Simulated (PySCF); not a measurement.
Compound: C₂H₇BClP.
SMILES with atom numbers: `[CH2:1]=[CH:2][B@@H-:3]([PH3+:4])[Cl:5]` (hydrogens: H6, H7 on C1; H8 on C2; H9 on B3; H10, H11, H12 on P4)

The calculation used PySCF 2.14.0, PBE0-D3(BJ)/def2-SVP geometry optimisation, gas phase.

Question: What internal coordinates does the optimisation give?

Answer: 
| bond | length (Å) |
| --- | --- |
| C1=C2 | 1.338 |
| C2–B3 | 1.582 |
| B3–P4 | 1.981 |
| B3–Cl5 | 1.870 |
| C1–H6 | 1.099 |
| C1–H7 | 1.095 |
| C2–H8 | 1.100 |
| B3–H9 | 1.220 |
| P4–H10, P4–H11, P4–H12 | 1.415 |

Bonds in one row agree within 0.01 Å and their mean is given. A selection of angles:
| angle | degrees |
| --- | --- |
| C2–C1–H6 | 122.4 |
| C2–C1–H7 | 122.7 |
| H6–C1–H7 | 114.8 |
| C1–C2–B3 | 128.7 |
| C1–C2–H8 | 116.7 |
| B3–C2–H8 | 114.6 |
| C2–B3–P4 | 110.7 |
| C2–B3–Cl5 | 114.3 |
| C2–B3–H9 | 116.0 |
| P4–B3–Cl5 | 99.9 |
| P4–B3–H9 | 102.9 |
| Cl5–B3–H9 | 111.1 |
| B3–P4–H10 | 112.5 |
| B3–P4–H11 | 116.3 |
| B3–P4–H12 | 121.1 |
| H10–P4–H11 | 101.5 |

Dihedral angles: C1–C2–B3–P4 6° (synperiplanar).

Of the pairs four or more bonds apart, P4···H6 is among the closest relative to their van der Waals radii: 2.78 Å, 93 % of the sum of Bondi's values. P4 (phosphorus bonded to B and 3 H) is distorted tetrahedral (angles from 101.2° to 121.1°). B3 (four-coordinate boron) is distorted tetrahedral (angles from 99.9° to 116.0°).

Point group: C1 (no symmetry element, even within 0.4 Å). No frequency check. The numbers are those of one conformer.
